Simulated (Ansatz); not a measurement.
Saddle point of AlNH$_{4}$F$_{2}$, closed shell (AlNH₂F₂ ([NH2][Al]([F])[F]) + H₂ → AlHF₂ ([F][AlH][F]) + NH₃ (still joined by a long Al–N bond); bonds formed: Al1–H6, N2–H5; bonds broken: H5–H6; bonds weakened to dative contacts: Al1–N2), PBE0-D4/def2-TZVP structure:

| atom | x (Å) | y (Å) | z (Å) |
| --- | --- | --- | --- |
| Al1 | -0.1396 | -0.8674 | 0.0760 |
| N2 | 0.5752 | 0.8160 | -0.2546 |
| F3 | -0.6333 | -1.6965 | -1.2554 |
| F4 | 0.4645 | -1.6392 | 1.3962 |
| H5 | -0.7324 | 0.7885 | 0.2847 |
| H6 | -1.4756 | 0.1862 | 0.6038 |
| H7 | 0.6561 | 1.1895 | -1.1910 |
| H8 | 1.2850 | 1.2230 | 0.3403 |

Energies are electronic, without zero-point energy. Barriers and step energies count from the start structure reached by relaxing down the imaginary mode; all methods use the PBE0-D4 structures, on which another method's saddle can fall below an end. Ansatz 0.2.0; basis: def2-TZVPP, with def2-QZVPP for the basis limit; cores frozen in the correlated methods. B3LYP uses VWN-RPA correlation. Extrapolation: Hartree–Fock as exp(−7.88 √X), correlation as X^−2.97.

| method | barrier (kcal/mol) | step energy (kcal/mol) |
| --- | --- | --- |
| SPW92 | 9.08 | -18.04 |
| PBE-D4 | 14.37 | -15.69 |
| BLYP-D4 | ? | -14.05 |
| r2SCAN-D4 | 15.93 | -15.77 |
| B97M-V | ? | -19.45 |
| PBE0-D4 | 16.50 | -17.34 |
| B3LYP-D4 | 19.03 | -15.67 |
| r2SCAN0-D4 | 17.73 | -16.99 |
| BHLYP-D4 | 21.62 | -17.63 |
| CAM-B3LYP-D4 | 19.33 | -16.87 |
| wB97X-V | 19.79 | -17.21 |
| wB97M-V | 20.21 | -16.31 |
| B2PLYP | 19.95 | -15.73 |
| PBE-QIDH | ? | -17.40 |
| RPA on PBE | 20.18 | -16.63 |
| HF | 28.23 | -19.26 |
| MP2 | 20.80 | -14.88 |
| CCSD | 21.91 | -16.86 |
| CCSD(T) | 20.76 | -16.34 |

Question: Fill in the withheld barriers. (An estimate is asked for; the value comes from the calculation.)

Answer: The calculation gives: PBE-QIDH 18.91; B97M-V 16.03; BLYP-D4 17.75 kcal/mol. Each is the energy of the saddle less that of the start structure, by the same method.

For comparison, the barrier by CCSD(T) at an estimated basis limit (MP2 extrapolated from triple and quadruple zeta, plus CCSD(T) − MP2 in triple zeta) is 20.96 kcal/mol.

The T1 diagnostic stays at or below 0.013.

Labels in which every atom is bracketed show which atoms are joined, not bond orders.

For scale, one of the runs: CCSD(T)/def2-TZVPP, 191 basis functions, launched by `ansatz run in.yaml --threads 2 --pin off --events-out ev --progress --plain --max-ram 4352MiB`. The run took 77 s on 2 CPU threads of an Intel Xeon Platinum 8488C (shared host), with 2.2 GiB of host memory at its peak.
